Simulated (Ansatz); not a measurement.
Ansatz results at the PBE0-D4/def2-TZVP geometry: HOMO energy (B3LYP/def2-TZVPP) -8.86 eV; HOMO–LUMO gap (PBE/def2-TZVPP) 5.60 eV; LUMO energy (PBE0/def2-TZVPP) -1.16 eV.

Each molecule was computed in one conformer, which needn't be the lowest.

Q: Which molecule gave them?
A. `[F][Al]([Cl])[O][SiH3]`
B. `[GeH3][Al]([GeH3])[GeH3]`
C. `[OH][Al]([OH])[Cl]`
D. `[CH3][Al]([OH])[Br]`

A: A. The others give `[OH][Al]([OH])[Cl]`: -8.92, 6.10, -0.71; `[GeH3][Al]([GeH3])[GeH3]`: -7.14, 3.06, -2.57; `[CH3][Al]([OH])[Br]`: -8.07, 5.85, -0.36.

B3LYP here is the variant with VWN-RPA as its local correlation; programs differ in this.
